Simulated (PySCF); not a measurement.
Isomers of C4H5FN2, one conformer each; single-point electronic energies without zero-point terms and without any empirical dispersion term.

All values: wB97X-D/def2-SVPD (PySCF, non-relativistic), each on one gas-phase PBE0-D3(BJ)/def2-SVP geometry that isn't relaxed in the solvent. The solvent is an IEF-PCM continuum (van der Waals radii × 1.2). Specific hydrogen bonds and non-electrostatic terms are outside this model.

```json
{"isomer": "`CC1=CN=C(F)N1`", "relative energy, gas (kcal/mol)": "0.0", "dipole (D)": "4.37"}
{"isomer": "`Cn1ccnc1F`", "relative energy, gas (kcal/mol)": "7.2", "dipole (D)": "4.29"}
{"isomer": "`Cn1ccc(F)n1`", "relative energy, gas (kcal/mol)": "17.4", "dipole (D)": "3.96"}
{"isomer": "`CN1N=CC=C1F`", "relative energy, gas (kcal/mol)": "21.0", "dipole (D)": "1.20"}
{"isomer": "`Cn1cc(F)cn1`", "relative energy, gas (kcal/mol)": "23.3", "dipole (D)": "2.74"}
{"isomer": "`C/N=C\\[C@H](F)C#N`", "relative energy, gas (kcal/mol)": "45.3", "dipole (D)": "2.82"}
```

Task: How do the relative energies look in chloroform (ε = 4.711)?

Result: 
```tsv
isomer	relative energy, solvent (kcal/mol)	E(solvent) − E(gas) (kcal/mol)	dipole in solvent (D)
`CC1=CN=C(F)N1`	0.0	-6.1	5.46
`Cn1ccnc1F`	8.3	-5.0	5.33
`Cn1ccc(F)n1`	19.0	-4.5	4.87
`CN1N=CC=C1F`	23.4	-3.7	1.53
`Cn1cc(F)cn1`	25.3	-4.2	3.36
`C/N=C\[C@H](F)C#N`	45.8	-5.7	3.37
```

The order is unchanged. Conformers: `[CH3:1]/[N:2]=[CH:3]\[C@H:4]([F:5])[C:6]#[N:7]` with N2–C3–C4–F5 -168°. `CC1=CN=C(F)N1` gains most from the continuum, and it has the largest gas-phase dipole. The gains span 2.4 kcal/mol, the gas-phase energies 45.3 kcal/mol.
